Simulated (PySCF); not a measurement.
# Electric field gradients and quadrupole coupling constants

Compound: C3F6O2P (charge -1).
Cartesian coordinates in Å at the GFN2-xTB level; atoms count from 1:
```
atom  x, y, z in Å
O1    -0.1242   -1.8338   -0.9347
P2    -0.1833   -0.9003    0.2024
O3     0.0589   -1.2983    1.5992
C4     0.8461    0.6166   -0.1923
F5     0.3380    1.8417   -0.4122
C6     2.1489    0.4231   -0.2483
F7     3.1110    1.3235   -0.5095
F8     2.7004   -0.7618   -0.0407
C9    -1.8605   -0.0040    0.1336
F10   -2.8147   -0.9190    0.3932
F11   -2.0355    0.9756    1.0373
F12   -2.1838    0.5360   -1.0541
```

Field gradients from the PBE0/pcSseg-1 density (PySCF, non-relativistic), principal values in atomic units, ordered |Vxx| ≤ |Vyy| ≤ |Vzz|:

```tsv
atom	Vxx	Vyy	Vzz
O1	-0.2987	-0.4379	0.7366
O3	-0.2982	-0.4382	0.7364
```

**Question.** Find the asymmetry η = (Vxx − Vyy)/Vzz and the couplings χ = eQV/h (234.96 MHz × Q in barn × V in au), with Q(17O) = −0.0256 b.

**Answer.** 
```csv
atom,environment,nucleus,η,χzz (MHz),χxx (MHz),χyy (MHz)
O1,oxygen bonded to P,17O,0.19,-4.431,1.797,2.634
O3,oxygen bonded to P,17O,0.19,-4.429,1.794,2.636
```

**Question.** What is Vzz at O3 in SI units (1 au = 9.71736 × 10²¹ V/m²)?

**Answer.** 0.7364 au = 7.156 × 10²¹ V/m².

**Question.** And the gradient at the other heavy atoms, for which no coupling is worked out here?

**Answer.** 
```tsv
atom	environment	Vzz (au)	η
P2	phosphoryl phosphorus	-0.918	0.51
C4	vinylic C–F carbon	0.460	0.61
F5	vinyl fluorine	3.109	0.06
C6	=CF2 carbon	0.524	0.40
F7	vinyl fluorine	2.932	0.03
F8	vinyl fluorine	2.985	0.01
C9	CF3 carbon	-0.580	0.00
F10	fluorine of a CF3 group	2.803	0.04
F11	fluorine of a CF3 group	2.811	0.04
F12	fluorine of a CF3 group	2.811	0.04
```

Isolated species at its GFN2-xTB geometry (one conformer only). The pcSseg-1 basis has no diffuse functions, a weakness for an anion. GFN2-xTB bond lengths can be off by several hundredths of an ångström, more for odd bonds, and the gradients follow them. A larger basis could move these couplings by a tenth or more.

The run behind these numbers computed NMR shieldings as well. Cost: about 1.8 min of CPU time on one thread; the machine was shared, so the figure is rough.
